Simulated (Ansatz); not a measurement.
`N[SiH2][SiH2]Cl` + `[SiH3][SeH]` → `N[SiH2][Se][SiH3]` + `[SiH3]Cl`  (cleavage of the Si–Si bond)

Program: Ansatz. Geometries: PBE0-D4/def2-TZVP. ΔE: electronic, gas phase. CBS: MP2 limit from def2 TZ/QZ plus the TZ coupled-cluster correction, frozen cores. This one scheme is used for every species. For Se outer-core shells are correlated without core-valence functions, which leaves a few kJ/mol of doubt a bond. Scalar relativity is left out up to krypton. One conformer a species, not always the lowest.

| species | SCS-MP2/def2-TZVPP energy (Eh) |
| --- | --- |
| `N[SiH2][SiH2]Cl` | -1096.10605 |
| `[SiH3][SeH]` | -2691.54080 |
| `N[SiH2][Se][SiH3]` | -3037.10447 |
| `[SiH3]Cl` | -750.57633 |

Question: Work out ΔE.

Answer: ΔE = (-3037.10447) + (-750.57633) − (-1096.10605) − (-2691.54080) = -0.03395 Eh = -21.3 kcal/mol. CCSD(T)/CBS gives -20.1 kcal/mol.

Largest T1 diagnostic among the species: 0.010.

From PBE to PBE0 (25 % exact exchange), in def2-TZVPP and without D4, ΔE moves by −1.0 kcal/mol.
